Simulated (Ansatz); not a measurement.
Ansatz (a program for electronic structure) input (RPA@PBE/cc-pVQZ):

Ansatz 0.2 input:
```yaml
crystal:
  periodic: [false, false, false]
  atoms:
    - {symbol: C, position_ang: [-2.62452815, -0.16960967, 1.17374468]}
    - {symbol: C, position_ang: [-1.48294593, 0.74248390, 0.72649436]}
    - {symbol: C, position_ang: [-0.14734455, 0.02515648, 0.57200196]}
    - {symbol: Se, position_ang: [-0.31196654, -1.40527612, -0.80030585]}
    - {symbol: Se, position_ang: [1.34866768, 1.26516943, 0.22814430]}
    - {symbol: H, position_ang: [-3.53009172, 0.41429125, 1.34479522]}
    - {symbol: H, position_ang: [-2.37489107, -0.68421824, 2.10403878]}
    - {symbol: H, position_ang: [-2.85697393, -0.92960062, 0.42628859]}
    - {symbol: H, position_ang: [-1.73810056, 1.22949910, -0.21806783]}
    - {symbol: H, position_ang: [-1.34206395, 1.54029737, 1.45922685]}
    - {symbol: H, position_ang: [0.13667023, -0.45685268, 1.50610199]}
    - {symbol: H, position_ang: [1.13639119, -1.62581490, -0.91161488]}
    - {symbol: H, position_ang: [0.85013327, 1.68784220, -1.09072203]}
basis:
  gaussian:
    orbitals: cc-pVQZ
hamiltonian:
  xc: pbe
magnetization: {spin_polarized: false}
correlation: {method: rpa, electrons: outside_noble_gas}
```

Output:

```
Functional definition: PBE
integrals: 4.88 GiB planned
3193 factors; integrals over basis functions are off by at most 9.5e-4 eV
0.85 GiB of the device are held for the grids
7.08 GiB of device memory are held for the factors and their scratch space
mean field: 8.72 GiB planned
mean field evaluation 1: about -133904.1828 eV, gradient 8.3e1 eV
mean field evaluation 2: about -133904.1833 eV, gradient 8.3e1 eV
mean field evaluation 4: about -133918.9594 eV, gradient 2.3e1 eV
mean field evaluation 8: about -133920.4779 eV, gradient 4.3e-1 eV
mean field evaluation 16: about -133920.4774 eV, gradient 8.7e-4 eV
mean field -133920.47742522 eV, -4921.4867708170 hartree, gradient 9.5e-6 eV, S^2 0.000000; 0 other end points of the search recorded, 0 dependent functions left out
31 core orbitals not correlated
reference -133825.91329552 eV, -4918.0116031484 hartree; 16, 16 occupied and 494, 494 virtual orbitals, 3193 factors
Total energy: -133868.23790997 eV, -4919.5670040408 hartree
```
